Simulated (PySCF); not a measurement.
# Ga: excitation energy

Ga [Ar] 3d10 4s2 4p1 (2P) → Ga [Ar] 3d10 4s1 4p1 4d1 (high-spin determinant), as a difference of total energies. All numbers are calculated (PySCF 2.14, the spin-free X2C one-electron Hamiltonian (Gaussian nucleus), in aug-cc-pVQZ-DK (8s7p5d3f2g, 93 functions)). Correlated levels: valence: [Ar] 3d10 frozen. The calculations carry no spin-orbit coupling.

| method | excitation energy (eV) |
| --- | --- |
| UHF | 8.654 |
| MP2 (valence) | 9.473 |
| SCS-MP2 (valence) | 9.716 |
| CCSD (valence) | 9.655 |
| CCSD(T) (valence) | 9.656 |

How much does correlation contribute at CCSD(T) (valence)?

9.656 − (8.654) = 1.002 eV, measured against UHF.

A first-order spin-orbit estimate (lowest level to lowest level, LS coupling) adds -0.005 eV.

The upper state lies above the first ionisation limit, but in LS coupling its spin forbids autoionisation to the ground ion.

The promoted electron is Rydberg-like, and one or two diffuse shells describe it only roughly, which tends to raise the upper state.

The coupled-cluster amplitudes are large for the upper state (T1 above 0.03 or a double amplitude above 0.15), so a single reference is strained.

The determinant of the upper state mixes LS terms, which raises its energy above the lowest term, most at the Hartree-Fock and MP2 levels.
